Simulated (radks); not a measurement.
Question: Coherent X-ray form factor from a spherical all-electron density. Method: Dirac Kohn-Sham, LDA (Slater exchange, Perdew-Wang correlation), spin-unpolarised, spherical densities, point nucleus; computed with a radial shooting solver on a logarithmic mesh with Libxc functionals.

sin(theta)/lambda (1/angstrom)  f0 (electrons)
0.05                                    75.316
0.1                                     73.377
0.15                                    70.473
0.2                                     66.977
0.25                                    63.237
0.3                                     59.516
0.4                                     52.696
0.5                                     46.963
0.6                                     42.181
0.8                                     34.525
1                                       28.509
1.25                                    22.829
1.5                                     18.981
2                                       14.776

The species is in the configuration that NIST lists as its ground one. Which atom or ion scatters so?

Answer: The gold ion Au3+, [Xe] 4f14 5d8. Extrapolating in s^2 from the first two rows gives f0(0) = 76.0, near the electron count 76; among species with that count, the fall with angle is slower the higher Z, and the table is that of Z = 79; from so few rows the species is fixed only to a neighbour or two.
